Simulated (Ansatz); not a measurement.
The cluster B4H⁺, relaxed as a singlet with RKS r2SCAN-D4/def2-TZVP in Ansatz, starting from the GFN2-xTB geometry. Force threshold 0.02 eV/Å.

The restricted singlet is unstable towards broken spin symmetry in Hartree–Fock (as tested in another run); at r2SCAN-D4/def2-TZVP this wasn't settled. Another isomer (triplet) lies 0.41 eV lower at PBE0-D4/def2-TZVP; other spin states weren't run for this one.

Start:

Cartesian coordinates in Å:
```
B -0.464 1.022 0.571
B 0.092 -0.226 -0.130
B 0.857 -0.965 -1.320
B 0.387 -1.790 -0.224
H -0.873 1.959 1.103
```

(1) Estimate the energy that the relaxation releases and the steps that it takes.

(2) Does the start keep its bonding and symmetry?

(3) Predict the relaxed structure.

## Answers

(1) 2.2 kcal/mol, in 4 steps; 3.1 s on 4 threads of Arm Neoverse V1 on a shared host. No frequencies were taken in this run, so the end may be a saddle point.

(2) By distances, no bond broke or formed. The bond that changes most is B3–B4, from 1.45 to 1.51 Å (atoms count from 1). Point group C2v at the start, C2v at the end, both within 0.05 Å.

(3) 
Cartesian coordinates in Å:
```
B -0.4690 1.0406 0.5835
B 0.1069 -0.2507 -0.1427
B 0.8708 -0.9641 -1.3499
B 0.3837 -1.8218 -0.2126
H -0.8924 1.9960 1.1218
```
Bond lengths: 4 × B–B 1.51 to 1.60 Å; 1 × B–H 1.18 Å.
